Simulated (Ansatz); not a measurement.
Rb4I3, relaxed as a doublet with UKS PBE0-D4/def2-SVP in Ansatz, starting from the GFN1-xTB geometry. Force threshold 0.02 eV/Å.

In the def2 sets I, Rb take a core potential; there is no spin–orbit coupling. The structure comes from a short search, and lower isomers may exist.

Start:

```xyz
7

Rb    2.908    0.342   -0.349
Rb    0.613   -0.994   -3.737
Rb   -0.514   -0.827    2.601
Rb   -0.995    1.442   -0.821
I    -3.613   -0.072    0.923
I     1.170    2.318    1.943
I     0.431   -2.209   -0.559
```

```csv
step,energy (eV),largest force component (eV/Å),SCF passes
1,-26935.6558,0.455,16
2,-26935.8403,0.319,24
3,-26935.9632,0.120,23
4,-26935.9972,0.035,22
5,-26936.0016,0.027,25
6,-26936.0054,0.021,24
7,-26936.0072,0.035,24
8,-26936.0123,0.019,25
9,-26936.0159,0.014,24
10,-26936.0184,0.020,25
11,-26936.0201,0.034,24
12,-26936.0214,0.035,25
13,-26936.0230,0.036,25
14,-26936.0253,0.036,24
15,-26936.0256,0.052,24
16,-26936.0264,0.043,19
17,-26936.0271,0.024,19
18,-26936.0279,0.009,20
```

Force components are those of the run's own axes.

End:

```xyz
7

Rb    3.1747    0.5059   -0.5849
Rb    1.8827   -2.2318   -4.1022
Rb   -0.7221   -1.1532    2.3915
Rb   -1.7281    1.9394   -0.2412
I    -3.8207    0.2215    1.8632
I     1.1700    1.8846    1.9110
I     0.0434   -1.1664   -1.2374
```

By distances, no bond broke or formed, bridged metal pairs apart. The bond that changes most is Rb4–I7, from 3.93 to 3.71 Å (atoms count from 1). Metal–metal contacts that move far: Rb2–Rb4 4.13 to 6.73 Å, Rb1–Rb4 4.08 to 5.12 Å, Rb1–Rb3 4.67 to 5.18 Å.

The force fell under the threshold at step 8, but the optimiser went on and released 0.016 eV more. No frequencies were taken in this run, so the end may be a saddle point.

It took 2.9 min on 4 threads of Arm Neoverse V2 on a shared host, peak host memory 0.88 GiB.
